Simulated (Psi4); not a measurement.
C3H9BrO2Si (SMILES CCO[SiH](Br)OC), singlet, at a GFN2-xTB geometry, atoms displaced at random by about 0.08 Å a coordinate; B3LYP/STO-3G, gradient (Psi4).

Here is a job for Psi4.
```
memory 2 GB

molecule {
0 1
Si    0.30579851   -0.82960004   -0.15043895
Br    0.60755377    0.79980683    1.44589603
O     1.18807166   -0.29604010   -1.51149161
C     2.54470574    0.13700758   -1.59463253
O    -1.28555405   -0.77018384   -0.54062390
C    -2.09290221    0.04645750   -1.14575913
C    -3.45905028   -0.51688289   -1.12770705
H     0.68135689   -2.17441574    0.26220319
H     2.76717129    0.46217527   -2.37987575
H     2.83742243    0.91175856   -0.59945629
H     3.21089052   -0.73267002   -1.32773137
H    -1.86292274    0.38782339   -2.04490133
H    -1.93919547    0.83595230   -0.49510679
H    -3.90441089   -0.99818273   -0.29850302
H    -4.30445402    0.24624722   -1.53653346
H    -3.40487750   -1.47331617   -1.84382126
symmetry c1
no_reorient
no_com
}

set {
  basis sto-3g
}

gradient('b3lyp')
print_variables()
```

Output, abridged:

```
gradient() will perform analytic gradient computation.

   => Loading Basis Set <=

    Name: STO-3G
    Role: ORBITAL
    Keyword: BASIS

         ---------------------------------------------------------
                                   SCF
               by Justin Turney, Rob Parrish, Andy Simmonett
                          and Daniel G. A. Smith
                              RKS Reference
         ---------------------------------------------------------

  ==> Geometry <==

    Molecular point group: c1
    Full point group: C1

    Geometry (in Angstrom), charge = 0, multiplicity = 1:

       Center              X                  Y                   Z               Mass
    ------------   -----------------  -----------------  -----------------  -----------------
         SI           0.305798510000    -0.829600040000    -0.150438950000    27.976926534650
         BR           0.607553770000     0.799806830000     1.445896030000    78.918337600000
         O            1.188071660000    -0.296040100000    -1.511491610000    15.994914619570
         C            2.544705740000     0.137007580000    -1.594632530000    12.000000000000
         O           -1.285554050000    -0.770183840000    -0.540623900000    15.994914619570
         C           -2.092902210000     0.046457500000    -1.145759130000    12.000000000000
         C           -3.459050280000    -0.516882890000    -1.127707050000    12.000000000000
         H            0.681356890000    -2.174415740000     0.262203190000     1.007825032230
         H            2.767171290000     0.462175270000    -2.379875750000     1.007825032230
         H            2.837422430000     0.911758560000    -0.599456290000     1.007825032230
         H            3.210890520000    -0.732670020000    -1.327731370000     1.007825032230
         H           -1.862922740000     0.387823390000    -2.044901330000     1.007825032230
         H           -1.939195470000     0.835952300000    -0.495106790000     1.007825032230
         H           -3.904410890000    -0.998182730000    -0.298503020000     1.007825032230
         H           -4.304454020000     0.246247220000    -1.536533460000     1.007825032230
         H           -3.404877500000    -1.473316170000    -1.843821260000     1.007825032230

  Running in c1 symmetry.

  Rotational constants: A =      0.05415  B =      0.03097  C =      0.02174 [cm^-1]
  Rotational constants: A =   1623.25844  B =    928.42141  C =    651.83586 [MHz]
[...]
  @DF-RKS Final Energy: -3098.70504389549114
    Total Energy =                      -3098.7050438954911442
[...]

    Exchange Hybrid     =           TRUE
    MP2 Hybrid          =          FALSE

   => Exchange Functionals <=

    0.0800   Slater exchange
    0.7200         Becke 88

   => Exact (HF) Exchange <=

    0.2000               HF

   => Correlation Functionals <=

    0.1900   Vosko, Wilk & Nusair (VWN5_RPA)
    0.8100   Lee, Yang & Parr

   => LibXC Density Thresholds  <==

    XC_HYB_GGA_XC_B3LYP:  1.00E-15

   => Molecular Quadrature <=

    Radial Scheme          =       TREUTLER
    Pruning Scheme         =           NONE
    Nuclear Scheme         =       TREUTLER

    Blocking Scheme        =         OCTREE
    BS radius alpha        =              1
    Pruning alpha          =              1
    Radial Points          =             75
    Spherical Points       =            302
    Total Points           =         336834
    Total Blocks           =           2562
    Max Points             =            256
    Max Functions          =             55
    Weights Tolerance      =       1.00E-15

  -Total Gradient:
     Atom            X                  Y                   Z
    ------   -----------------  -----------------  -----------------
       1       -0.018844754722    -0.041841215619     0.007611183602
       2       -0.001014810600     0.013056302969     0.004902765196
       3        0.035291271224     0.002711522130     0.021254825947
       4        0.050648347723     0.112711629202    -0.410970461166
       5       -0.120393749824     0.175071828904    -0.055575409425
       6        0.057002134936    -0.048914413264    -0.069179269324
       7        0.099040149741     0.029683187072     0.109620352744
       8        0.005822390655    -0.001722149736    -0.002868091132
       9       -0.078141348296    -0.132373347009     0.299833563405
      10        0.018436368404     0.035759270524     0.071580642876
      11       -0.002522142412    -0.006436485669     0.012323788365
      12       -0.030812898140    -0.034644998049     0.126469688298
      13        0.028661245171    -0.093119891177    -0.029439761541
      14       -0.002265811859     0.000029602638    -0.051385833848
      15       -0.048822846176     0.040221440263    -0.015275953224
      16        0.007974460315    -0.050227387216    -0.019085690228

  Variable Map:
  ----------------------------------------------------------------------------
[...]
  Array Variable Map:
  ----------------------------------------------------------------------------
[...]
[...]
```
